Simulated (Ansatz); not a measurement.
CH4SSi, SMILES `C[Si]S` (excited triplet; C–Si–S–H torsion 92°) (charge 0, multiplicity 3). This triplet is an excited state, 1.52 eV above the relaxed singlet at the level frozen-core CCSD(T)/cc-pVTZ // B3LYP-D3(BJ)/def2-TZVP (Ansatz, an electronic-structure program).

Z-matrix (Å, degrees):
```
Si
C 1 1.9068
H 2 1.0903 1 109.33
H 2 1.0909 3 109.08 1 119.97
H 2 1.0911 3 109.05 4 119.66
S 1 2.1358 2 118.44 3 174.81
H 6 1.3502 1 99.55 2 91.66
```
Charge 0, spin multiplicity 3.

Frozen-core energies in 6-31g from Ansatz at a geometry from B3LYP-D3(BJ)/def2-TZVP; the HF reference has <S^2> = 2.01 and the T1 diagnostic is 0.015.

```csv
level,energy (Ha)
HF,-726.50510
MP2,-726.67856
CCSD,-726.71170
```

Estimate the energies of CCSD(T), CCSDT and CCSDT(Q), and give each level's difference from CCSDT(Q).


| level | energy (Ha) | difference from CCSDT(Q) (mHa) |
|---|---|---|
| MP2 | -726.67856 | 38.41 |
| CCSD | -726.71170 | 5.27 |
| CCSD(T) | -726.71600 | 0.97 |
| CCSDT | -726.71671 | 0.26 |
| CCSDT(Q) | -726.71697 | 0.00 |
